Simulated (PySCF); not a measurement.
## Bonding in [Ga(CN)H3]-

Compound: [Ga(CN)H3]-, CH3GaN (charge -1).
Geometry (PBE0-D3(BJ)/def2-SVP, Å), atoms numbered from 1 in this order:
```xyz
6
CH3GaN angstrom
Ga    -0.0127   -0.0101   -0.6436
C      0.0248    0.0212    1.3880
N      0.0513    0.0392    2.5530
H      1.5188   -0.0094   -1.1274
H     -0.7967    1.3133   -1.1066
H     -0.7855   -1.3541   -1.0634
```

Bond orders from the PBE0/pcSseg-1 (pcSseg-2 on Ga) density (PySCF). Geometry: PBE0-D3(BJ)/def2-SVP; no solvent, vibrations or thermal averaging. The calculation is non-relativistic, for gallium too. The pcSseg-1 basis has no diffuse functions, a weakness for an anion.

Question: Set the Mayer orders of the bonds between heavy atoms beside their lengths.

Answer: 
| bond | length (Å) | Mayer order |
| --- | --- | --- |
| Ga1–C2 | 2.032 | 0.818 |
| C2–N3 | 1.165 | 2.977 |

Question: And the bonds to hydrogen?

Answer: Ga–H: 0.92 (3 bonds).

Question: Sum the orders of all bonds at each heavy atom with more than one neighbour.

Answer: Ga1 3.575, C2 3.795. Orders between atoms that aren't bonded are not in these sums.

Mayer orders depend on the basis set.

These values come from a run that also computed NMR shieldings. On one thread of an x86-64 server, no GPU (shared host), this took 6.7 s.
